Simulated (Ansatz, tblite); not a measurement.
Forces on (HBe-mu-H)2 (Be₂H₄) at its PBE-D4/def2-TZVP geometry. The state is a singlet with charge 0.

The xTB rows come from tblite.

GFN1-xTB (tblite), largest force 0.76 eV/Å:

```xyz
6
positions Å, forces eV/Å
Be   -0.402    0.311    0.870   -0.196    0.157    0.423
H    -0.935    0.729    2.027    0.304   -0.240   -0.659
H     0.418   -0.873    0.506   -0.117    0.243   -0.140
Be    0.401   -0.312   -0.870    0.200   -0.155   -0.422
H     0.939   -0.726   -2.026   -0.308    0.238    0.658
H    -0.421    0.872   -0.507    0.117   -0.243    0.140
```

GFN2-xTB (tblite), largest force 0.62 eV/Å:

```
Be -0.248 0.196 0.538
H 0.214 -0.169 -0.463
H -0.063 0.129 -0.073
Be 0.251 -0.194 -0.538
H -0.216 0.167 0.462
H 0.062 -0.129 0.073
```

PBE0-D4/def2-TZVP (Ansatz), largest force 0.08 eV/Å:

```
Be -0.003 0.006 0.000
H 0.030 -0.026 -0.066
H -0.018 0.039 -0.024
Be 0.004 -0.005 0.000
H -0.032 0.024 0.065
H 0.019 -0.038 0.024
```
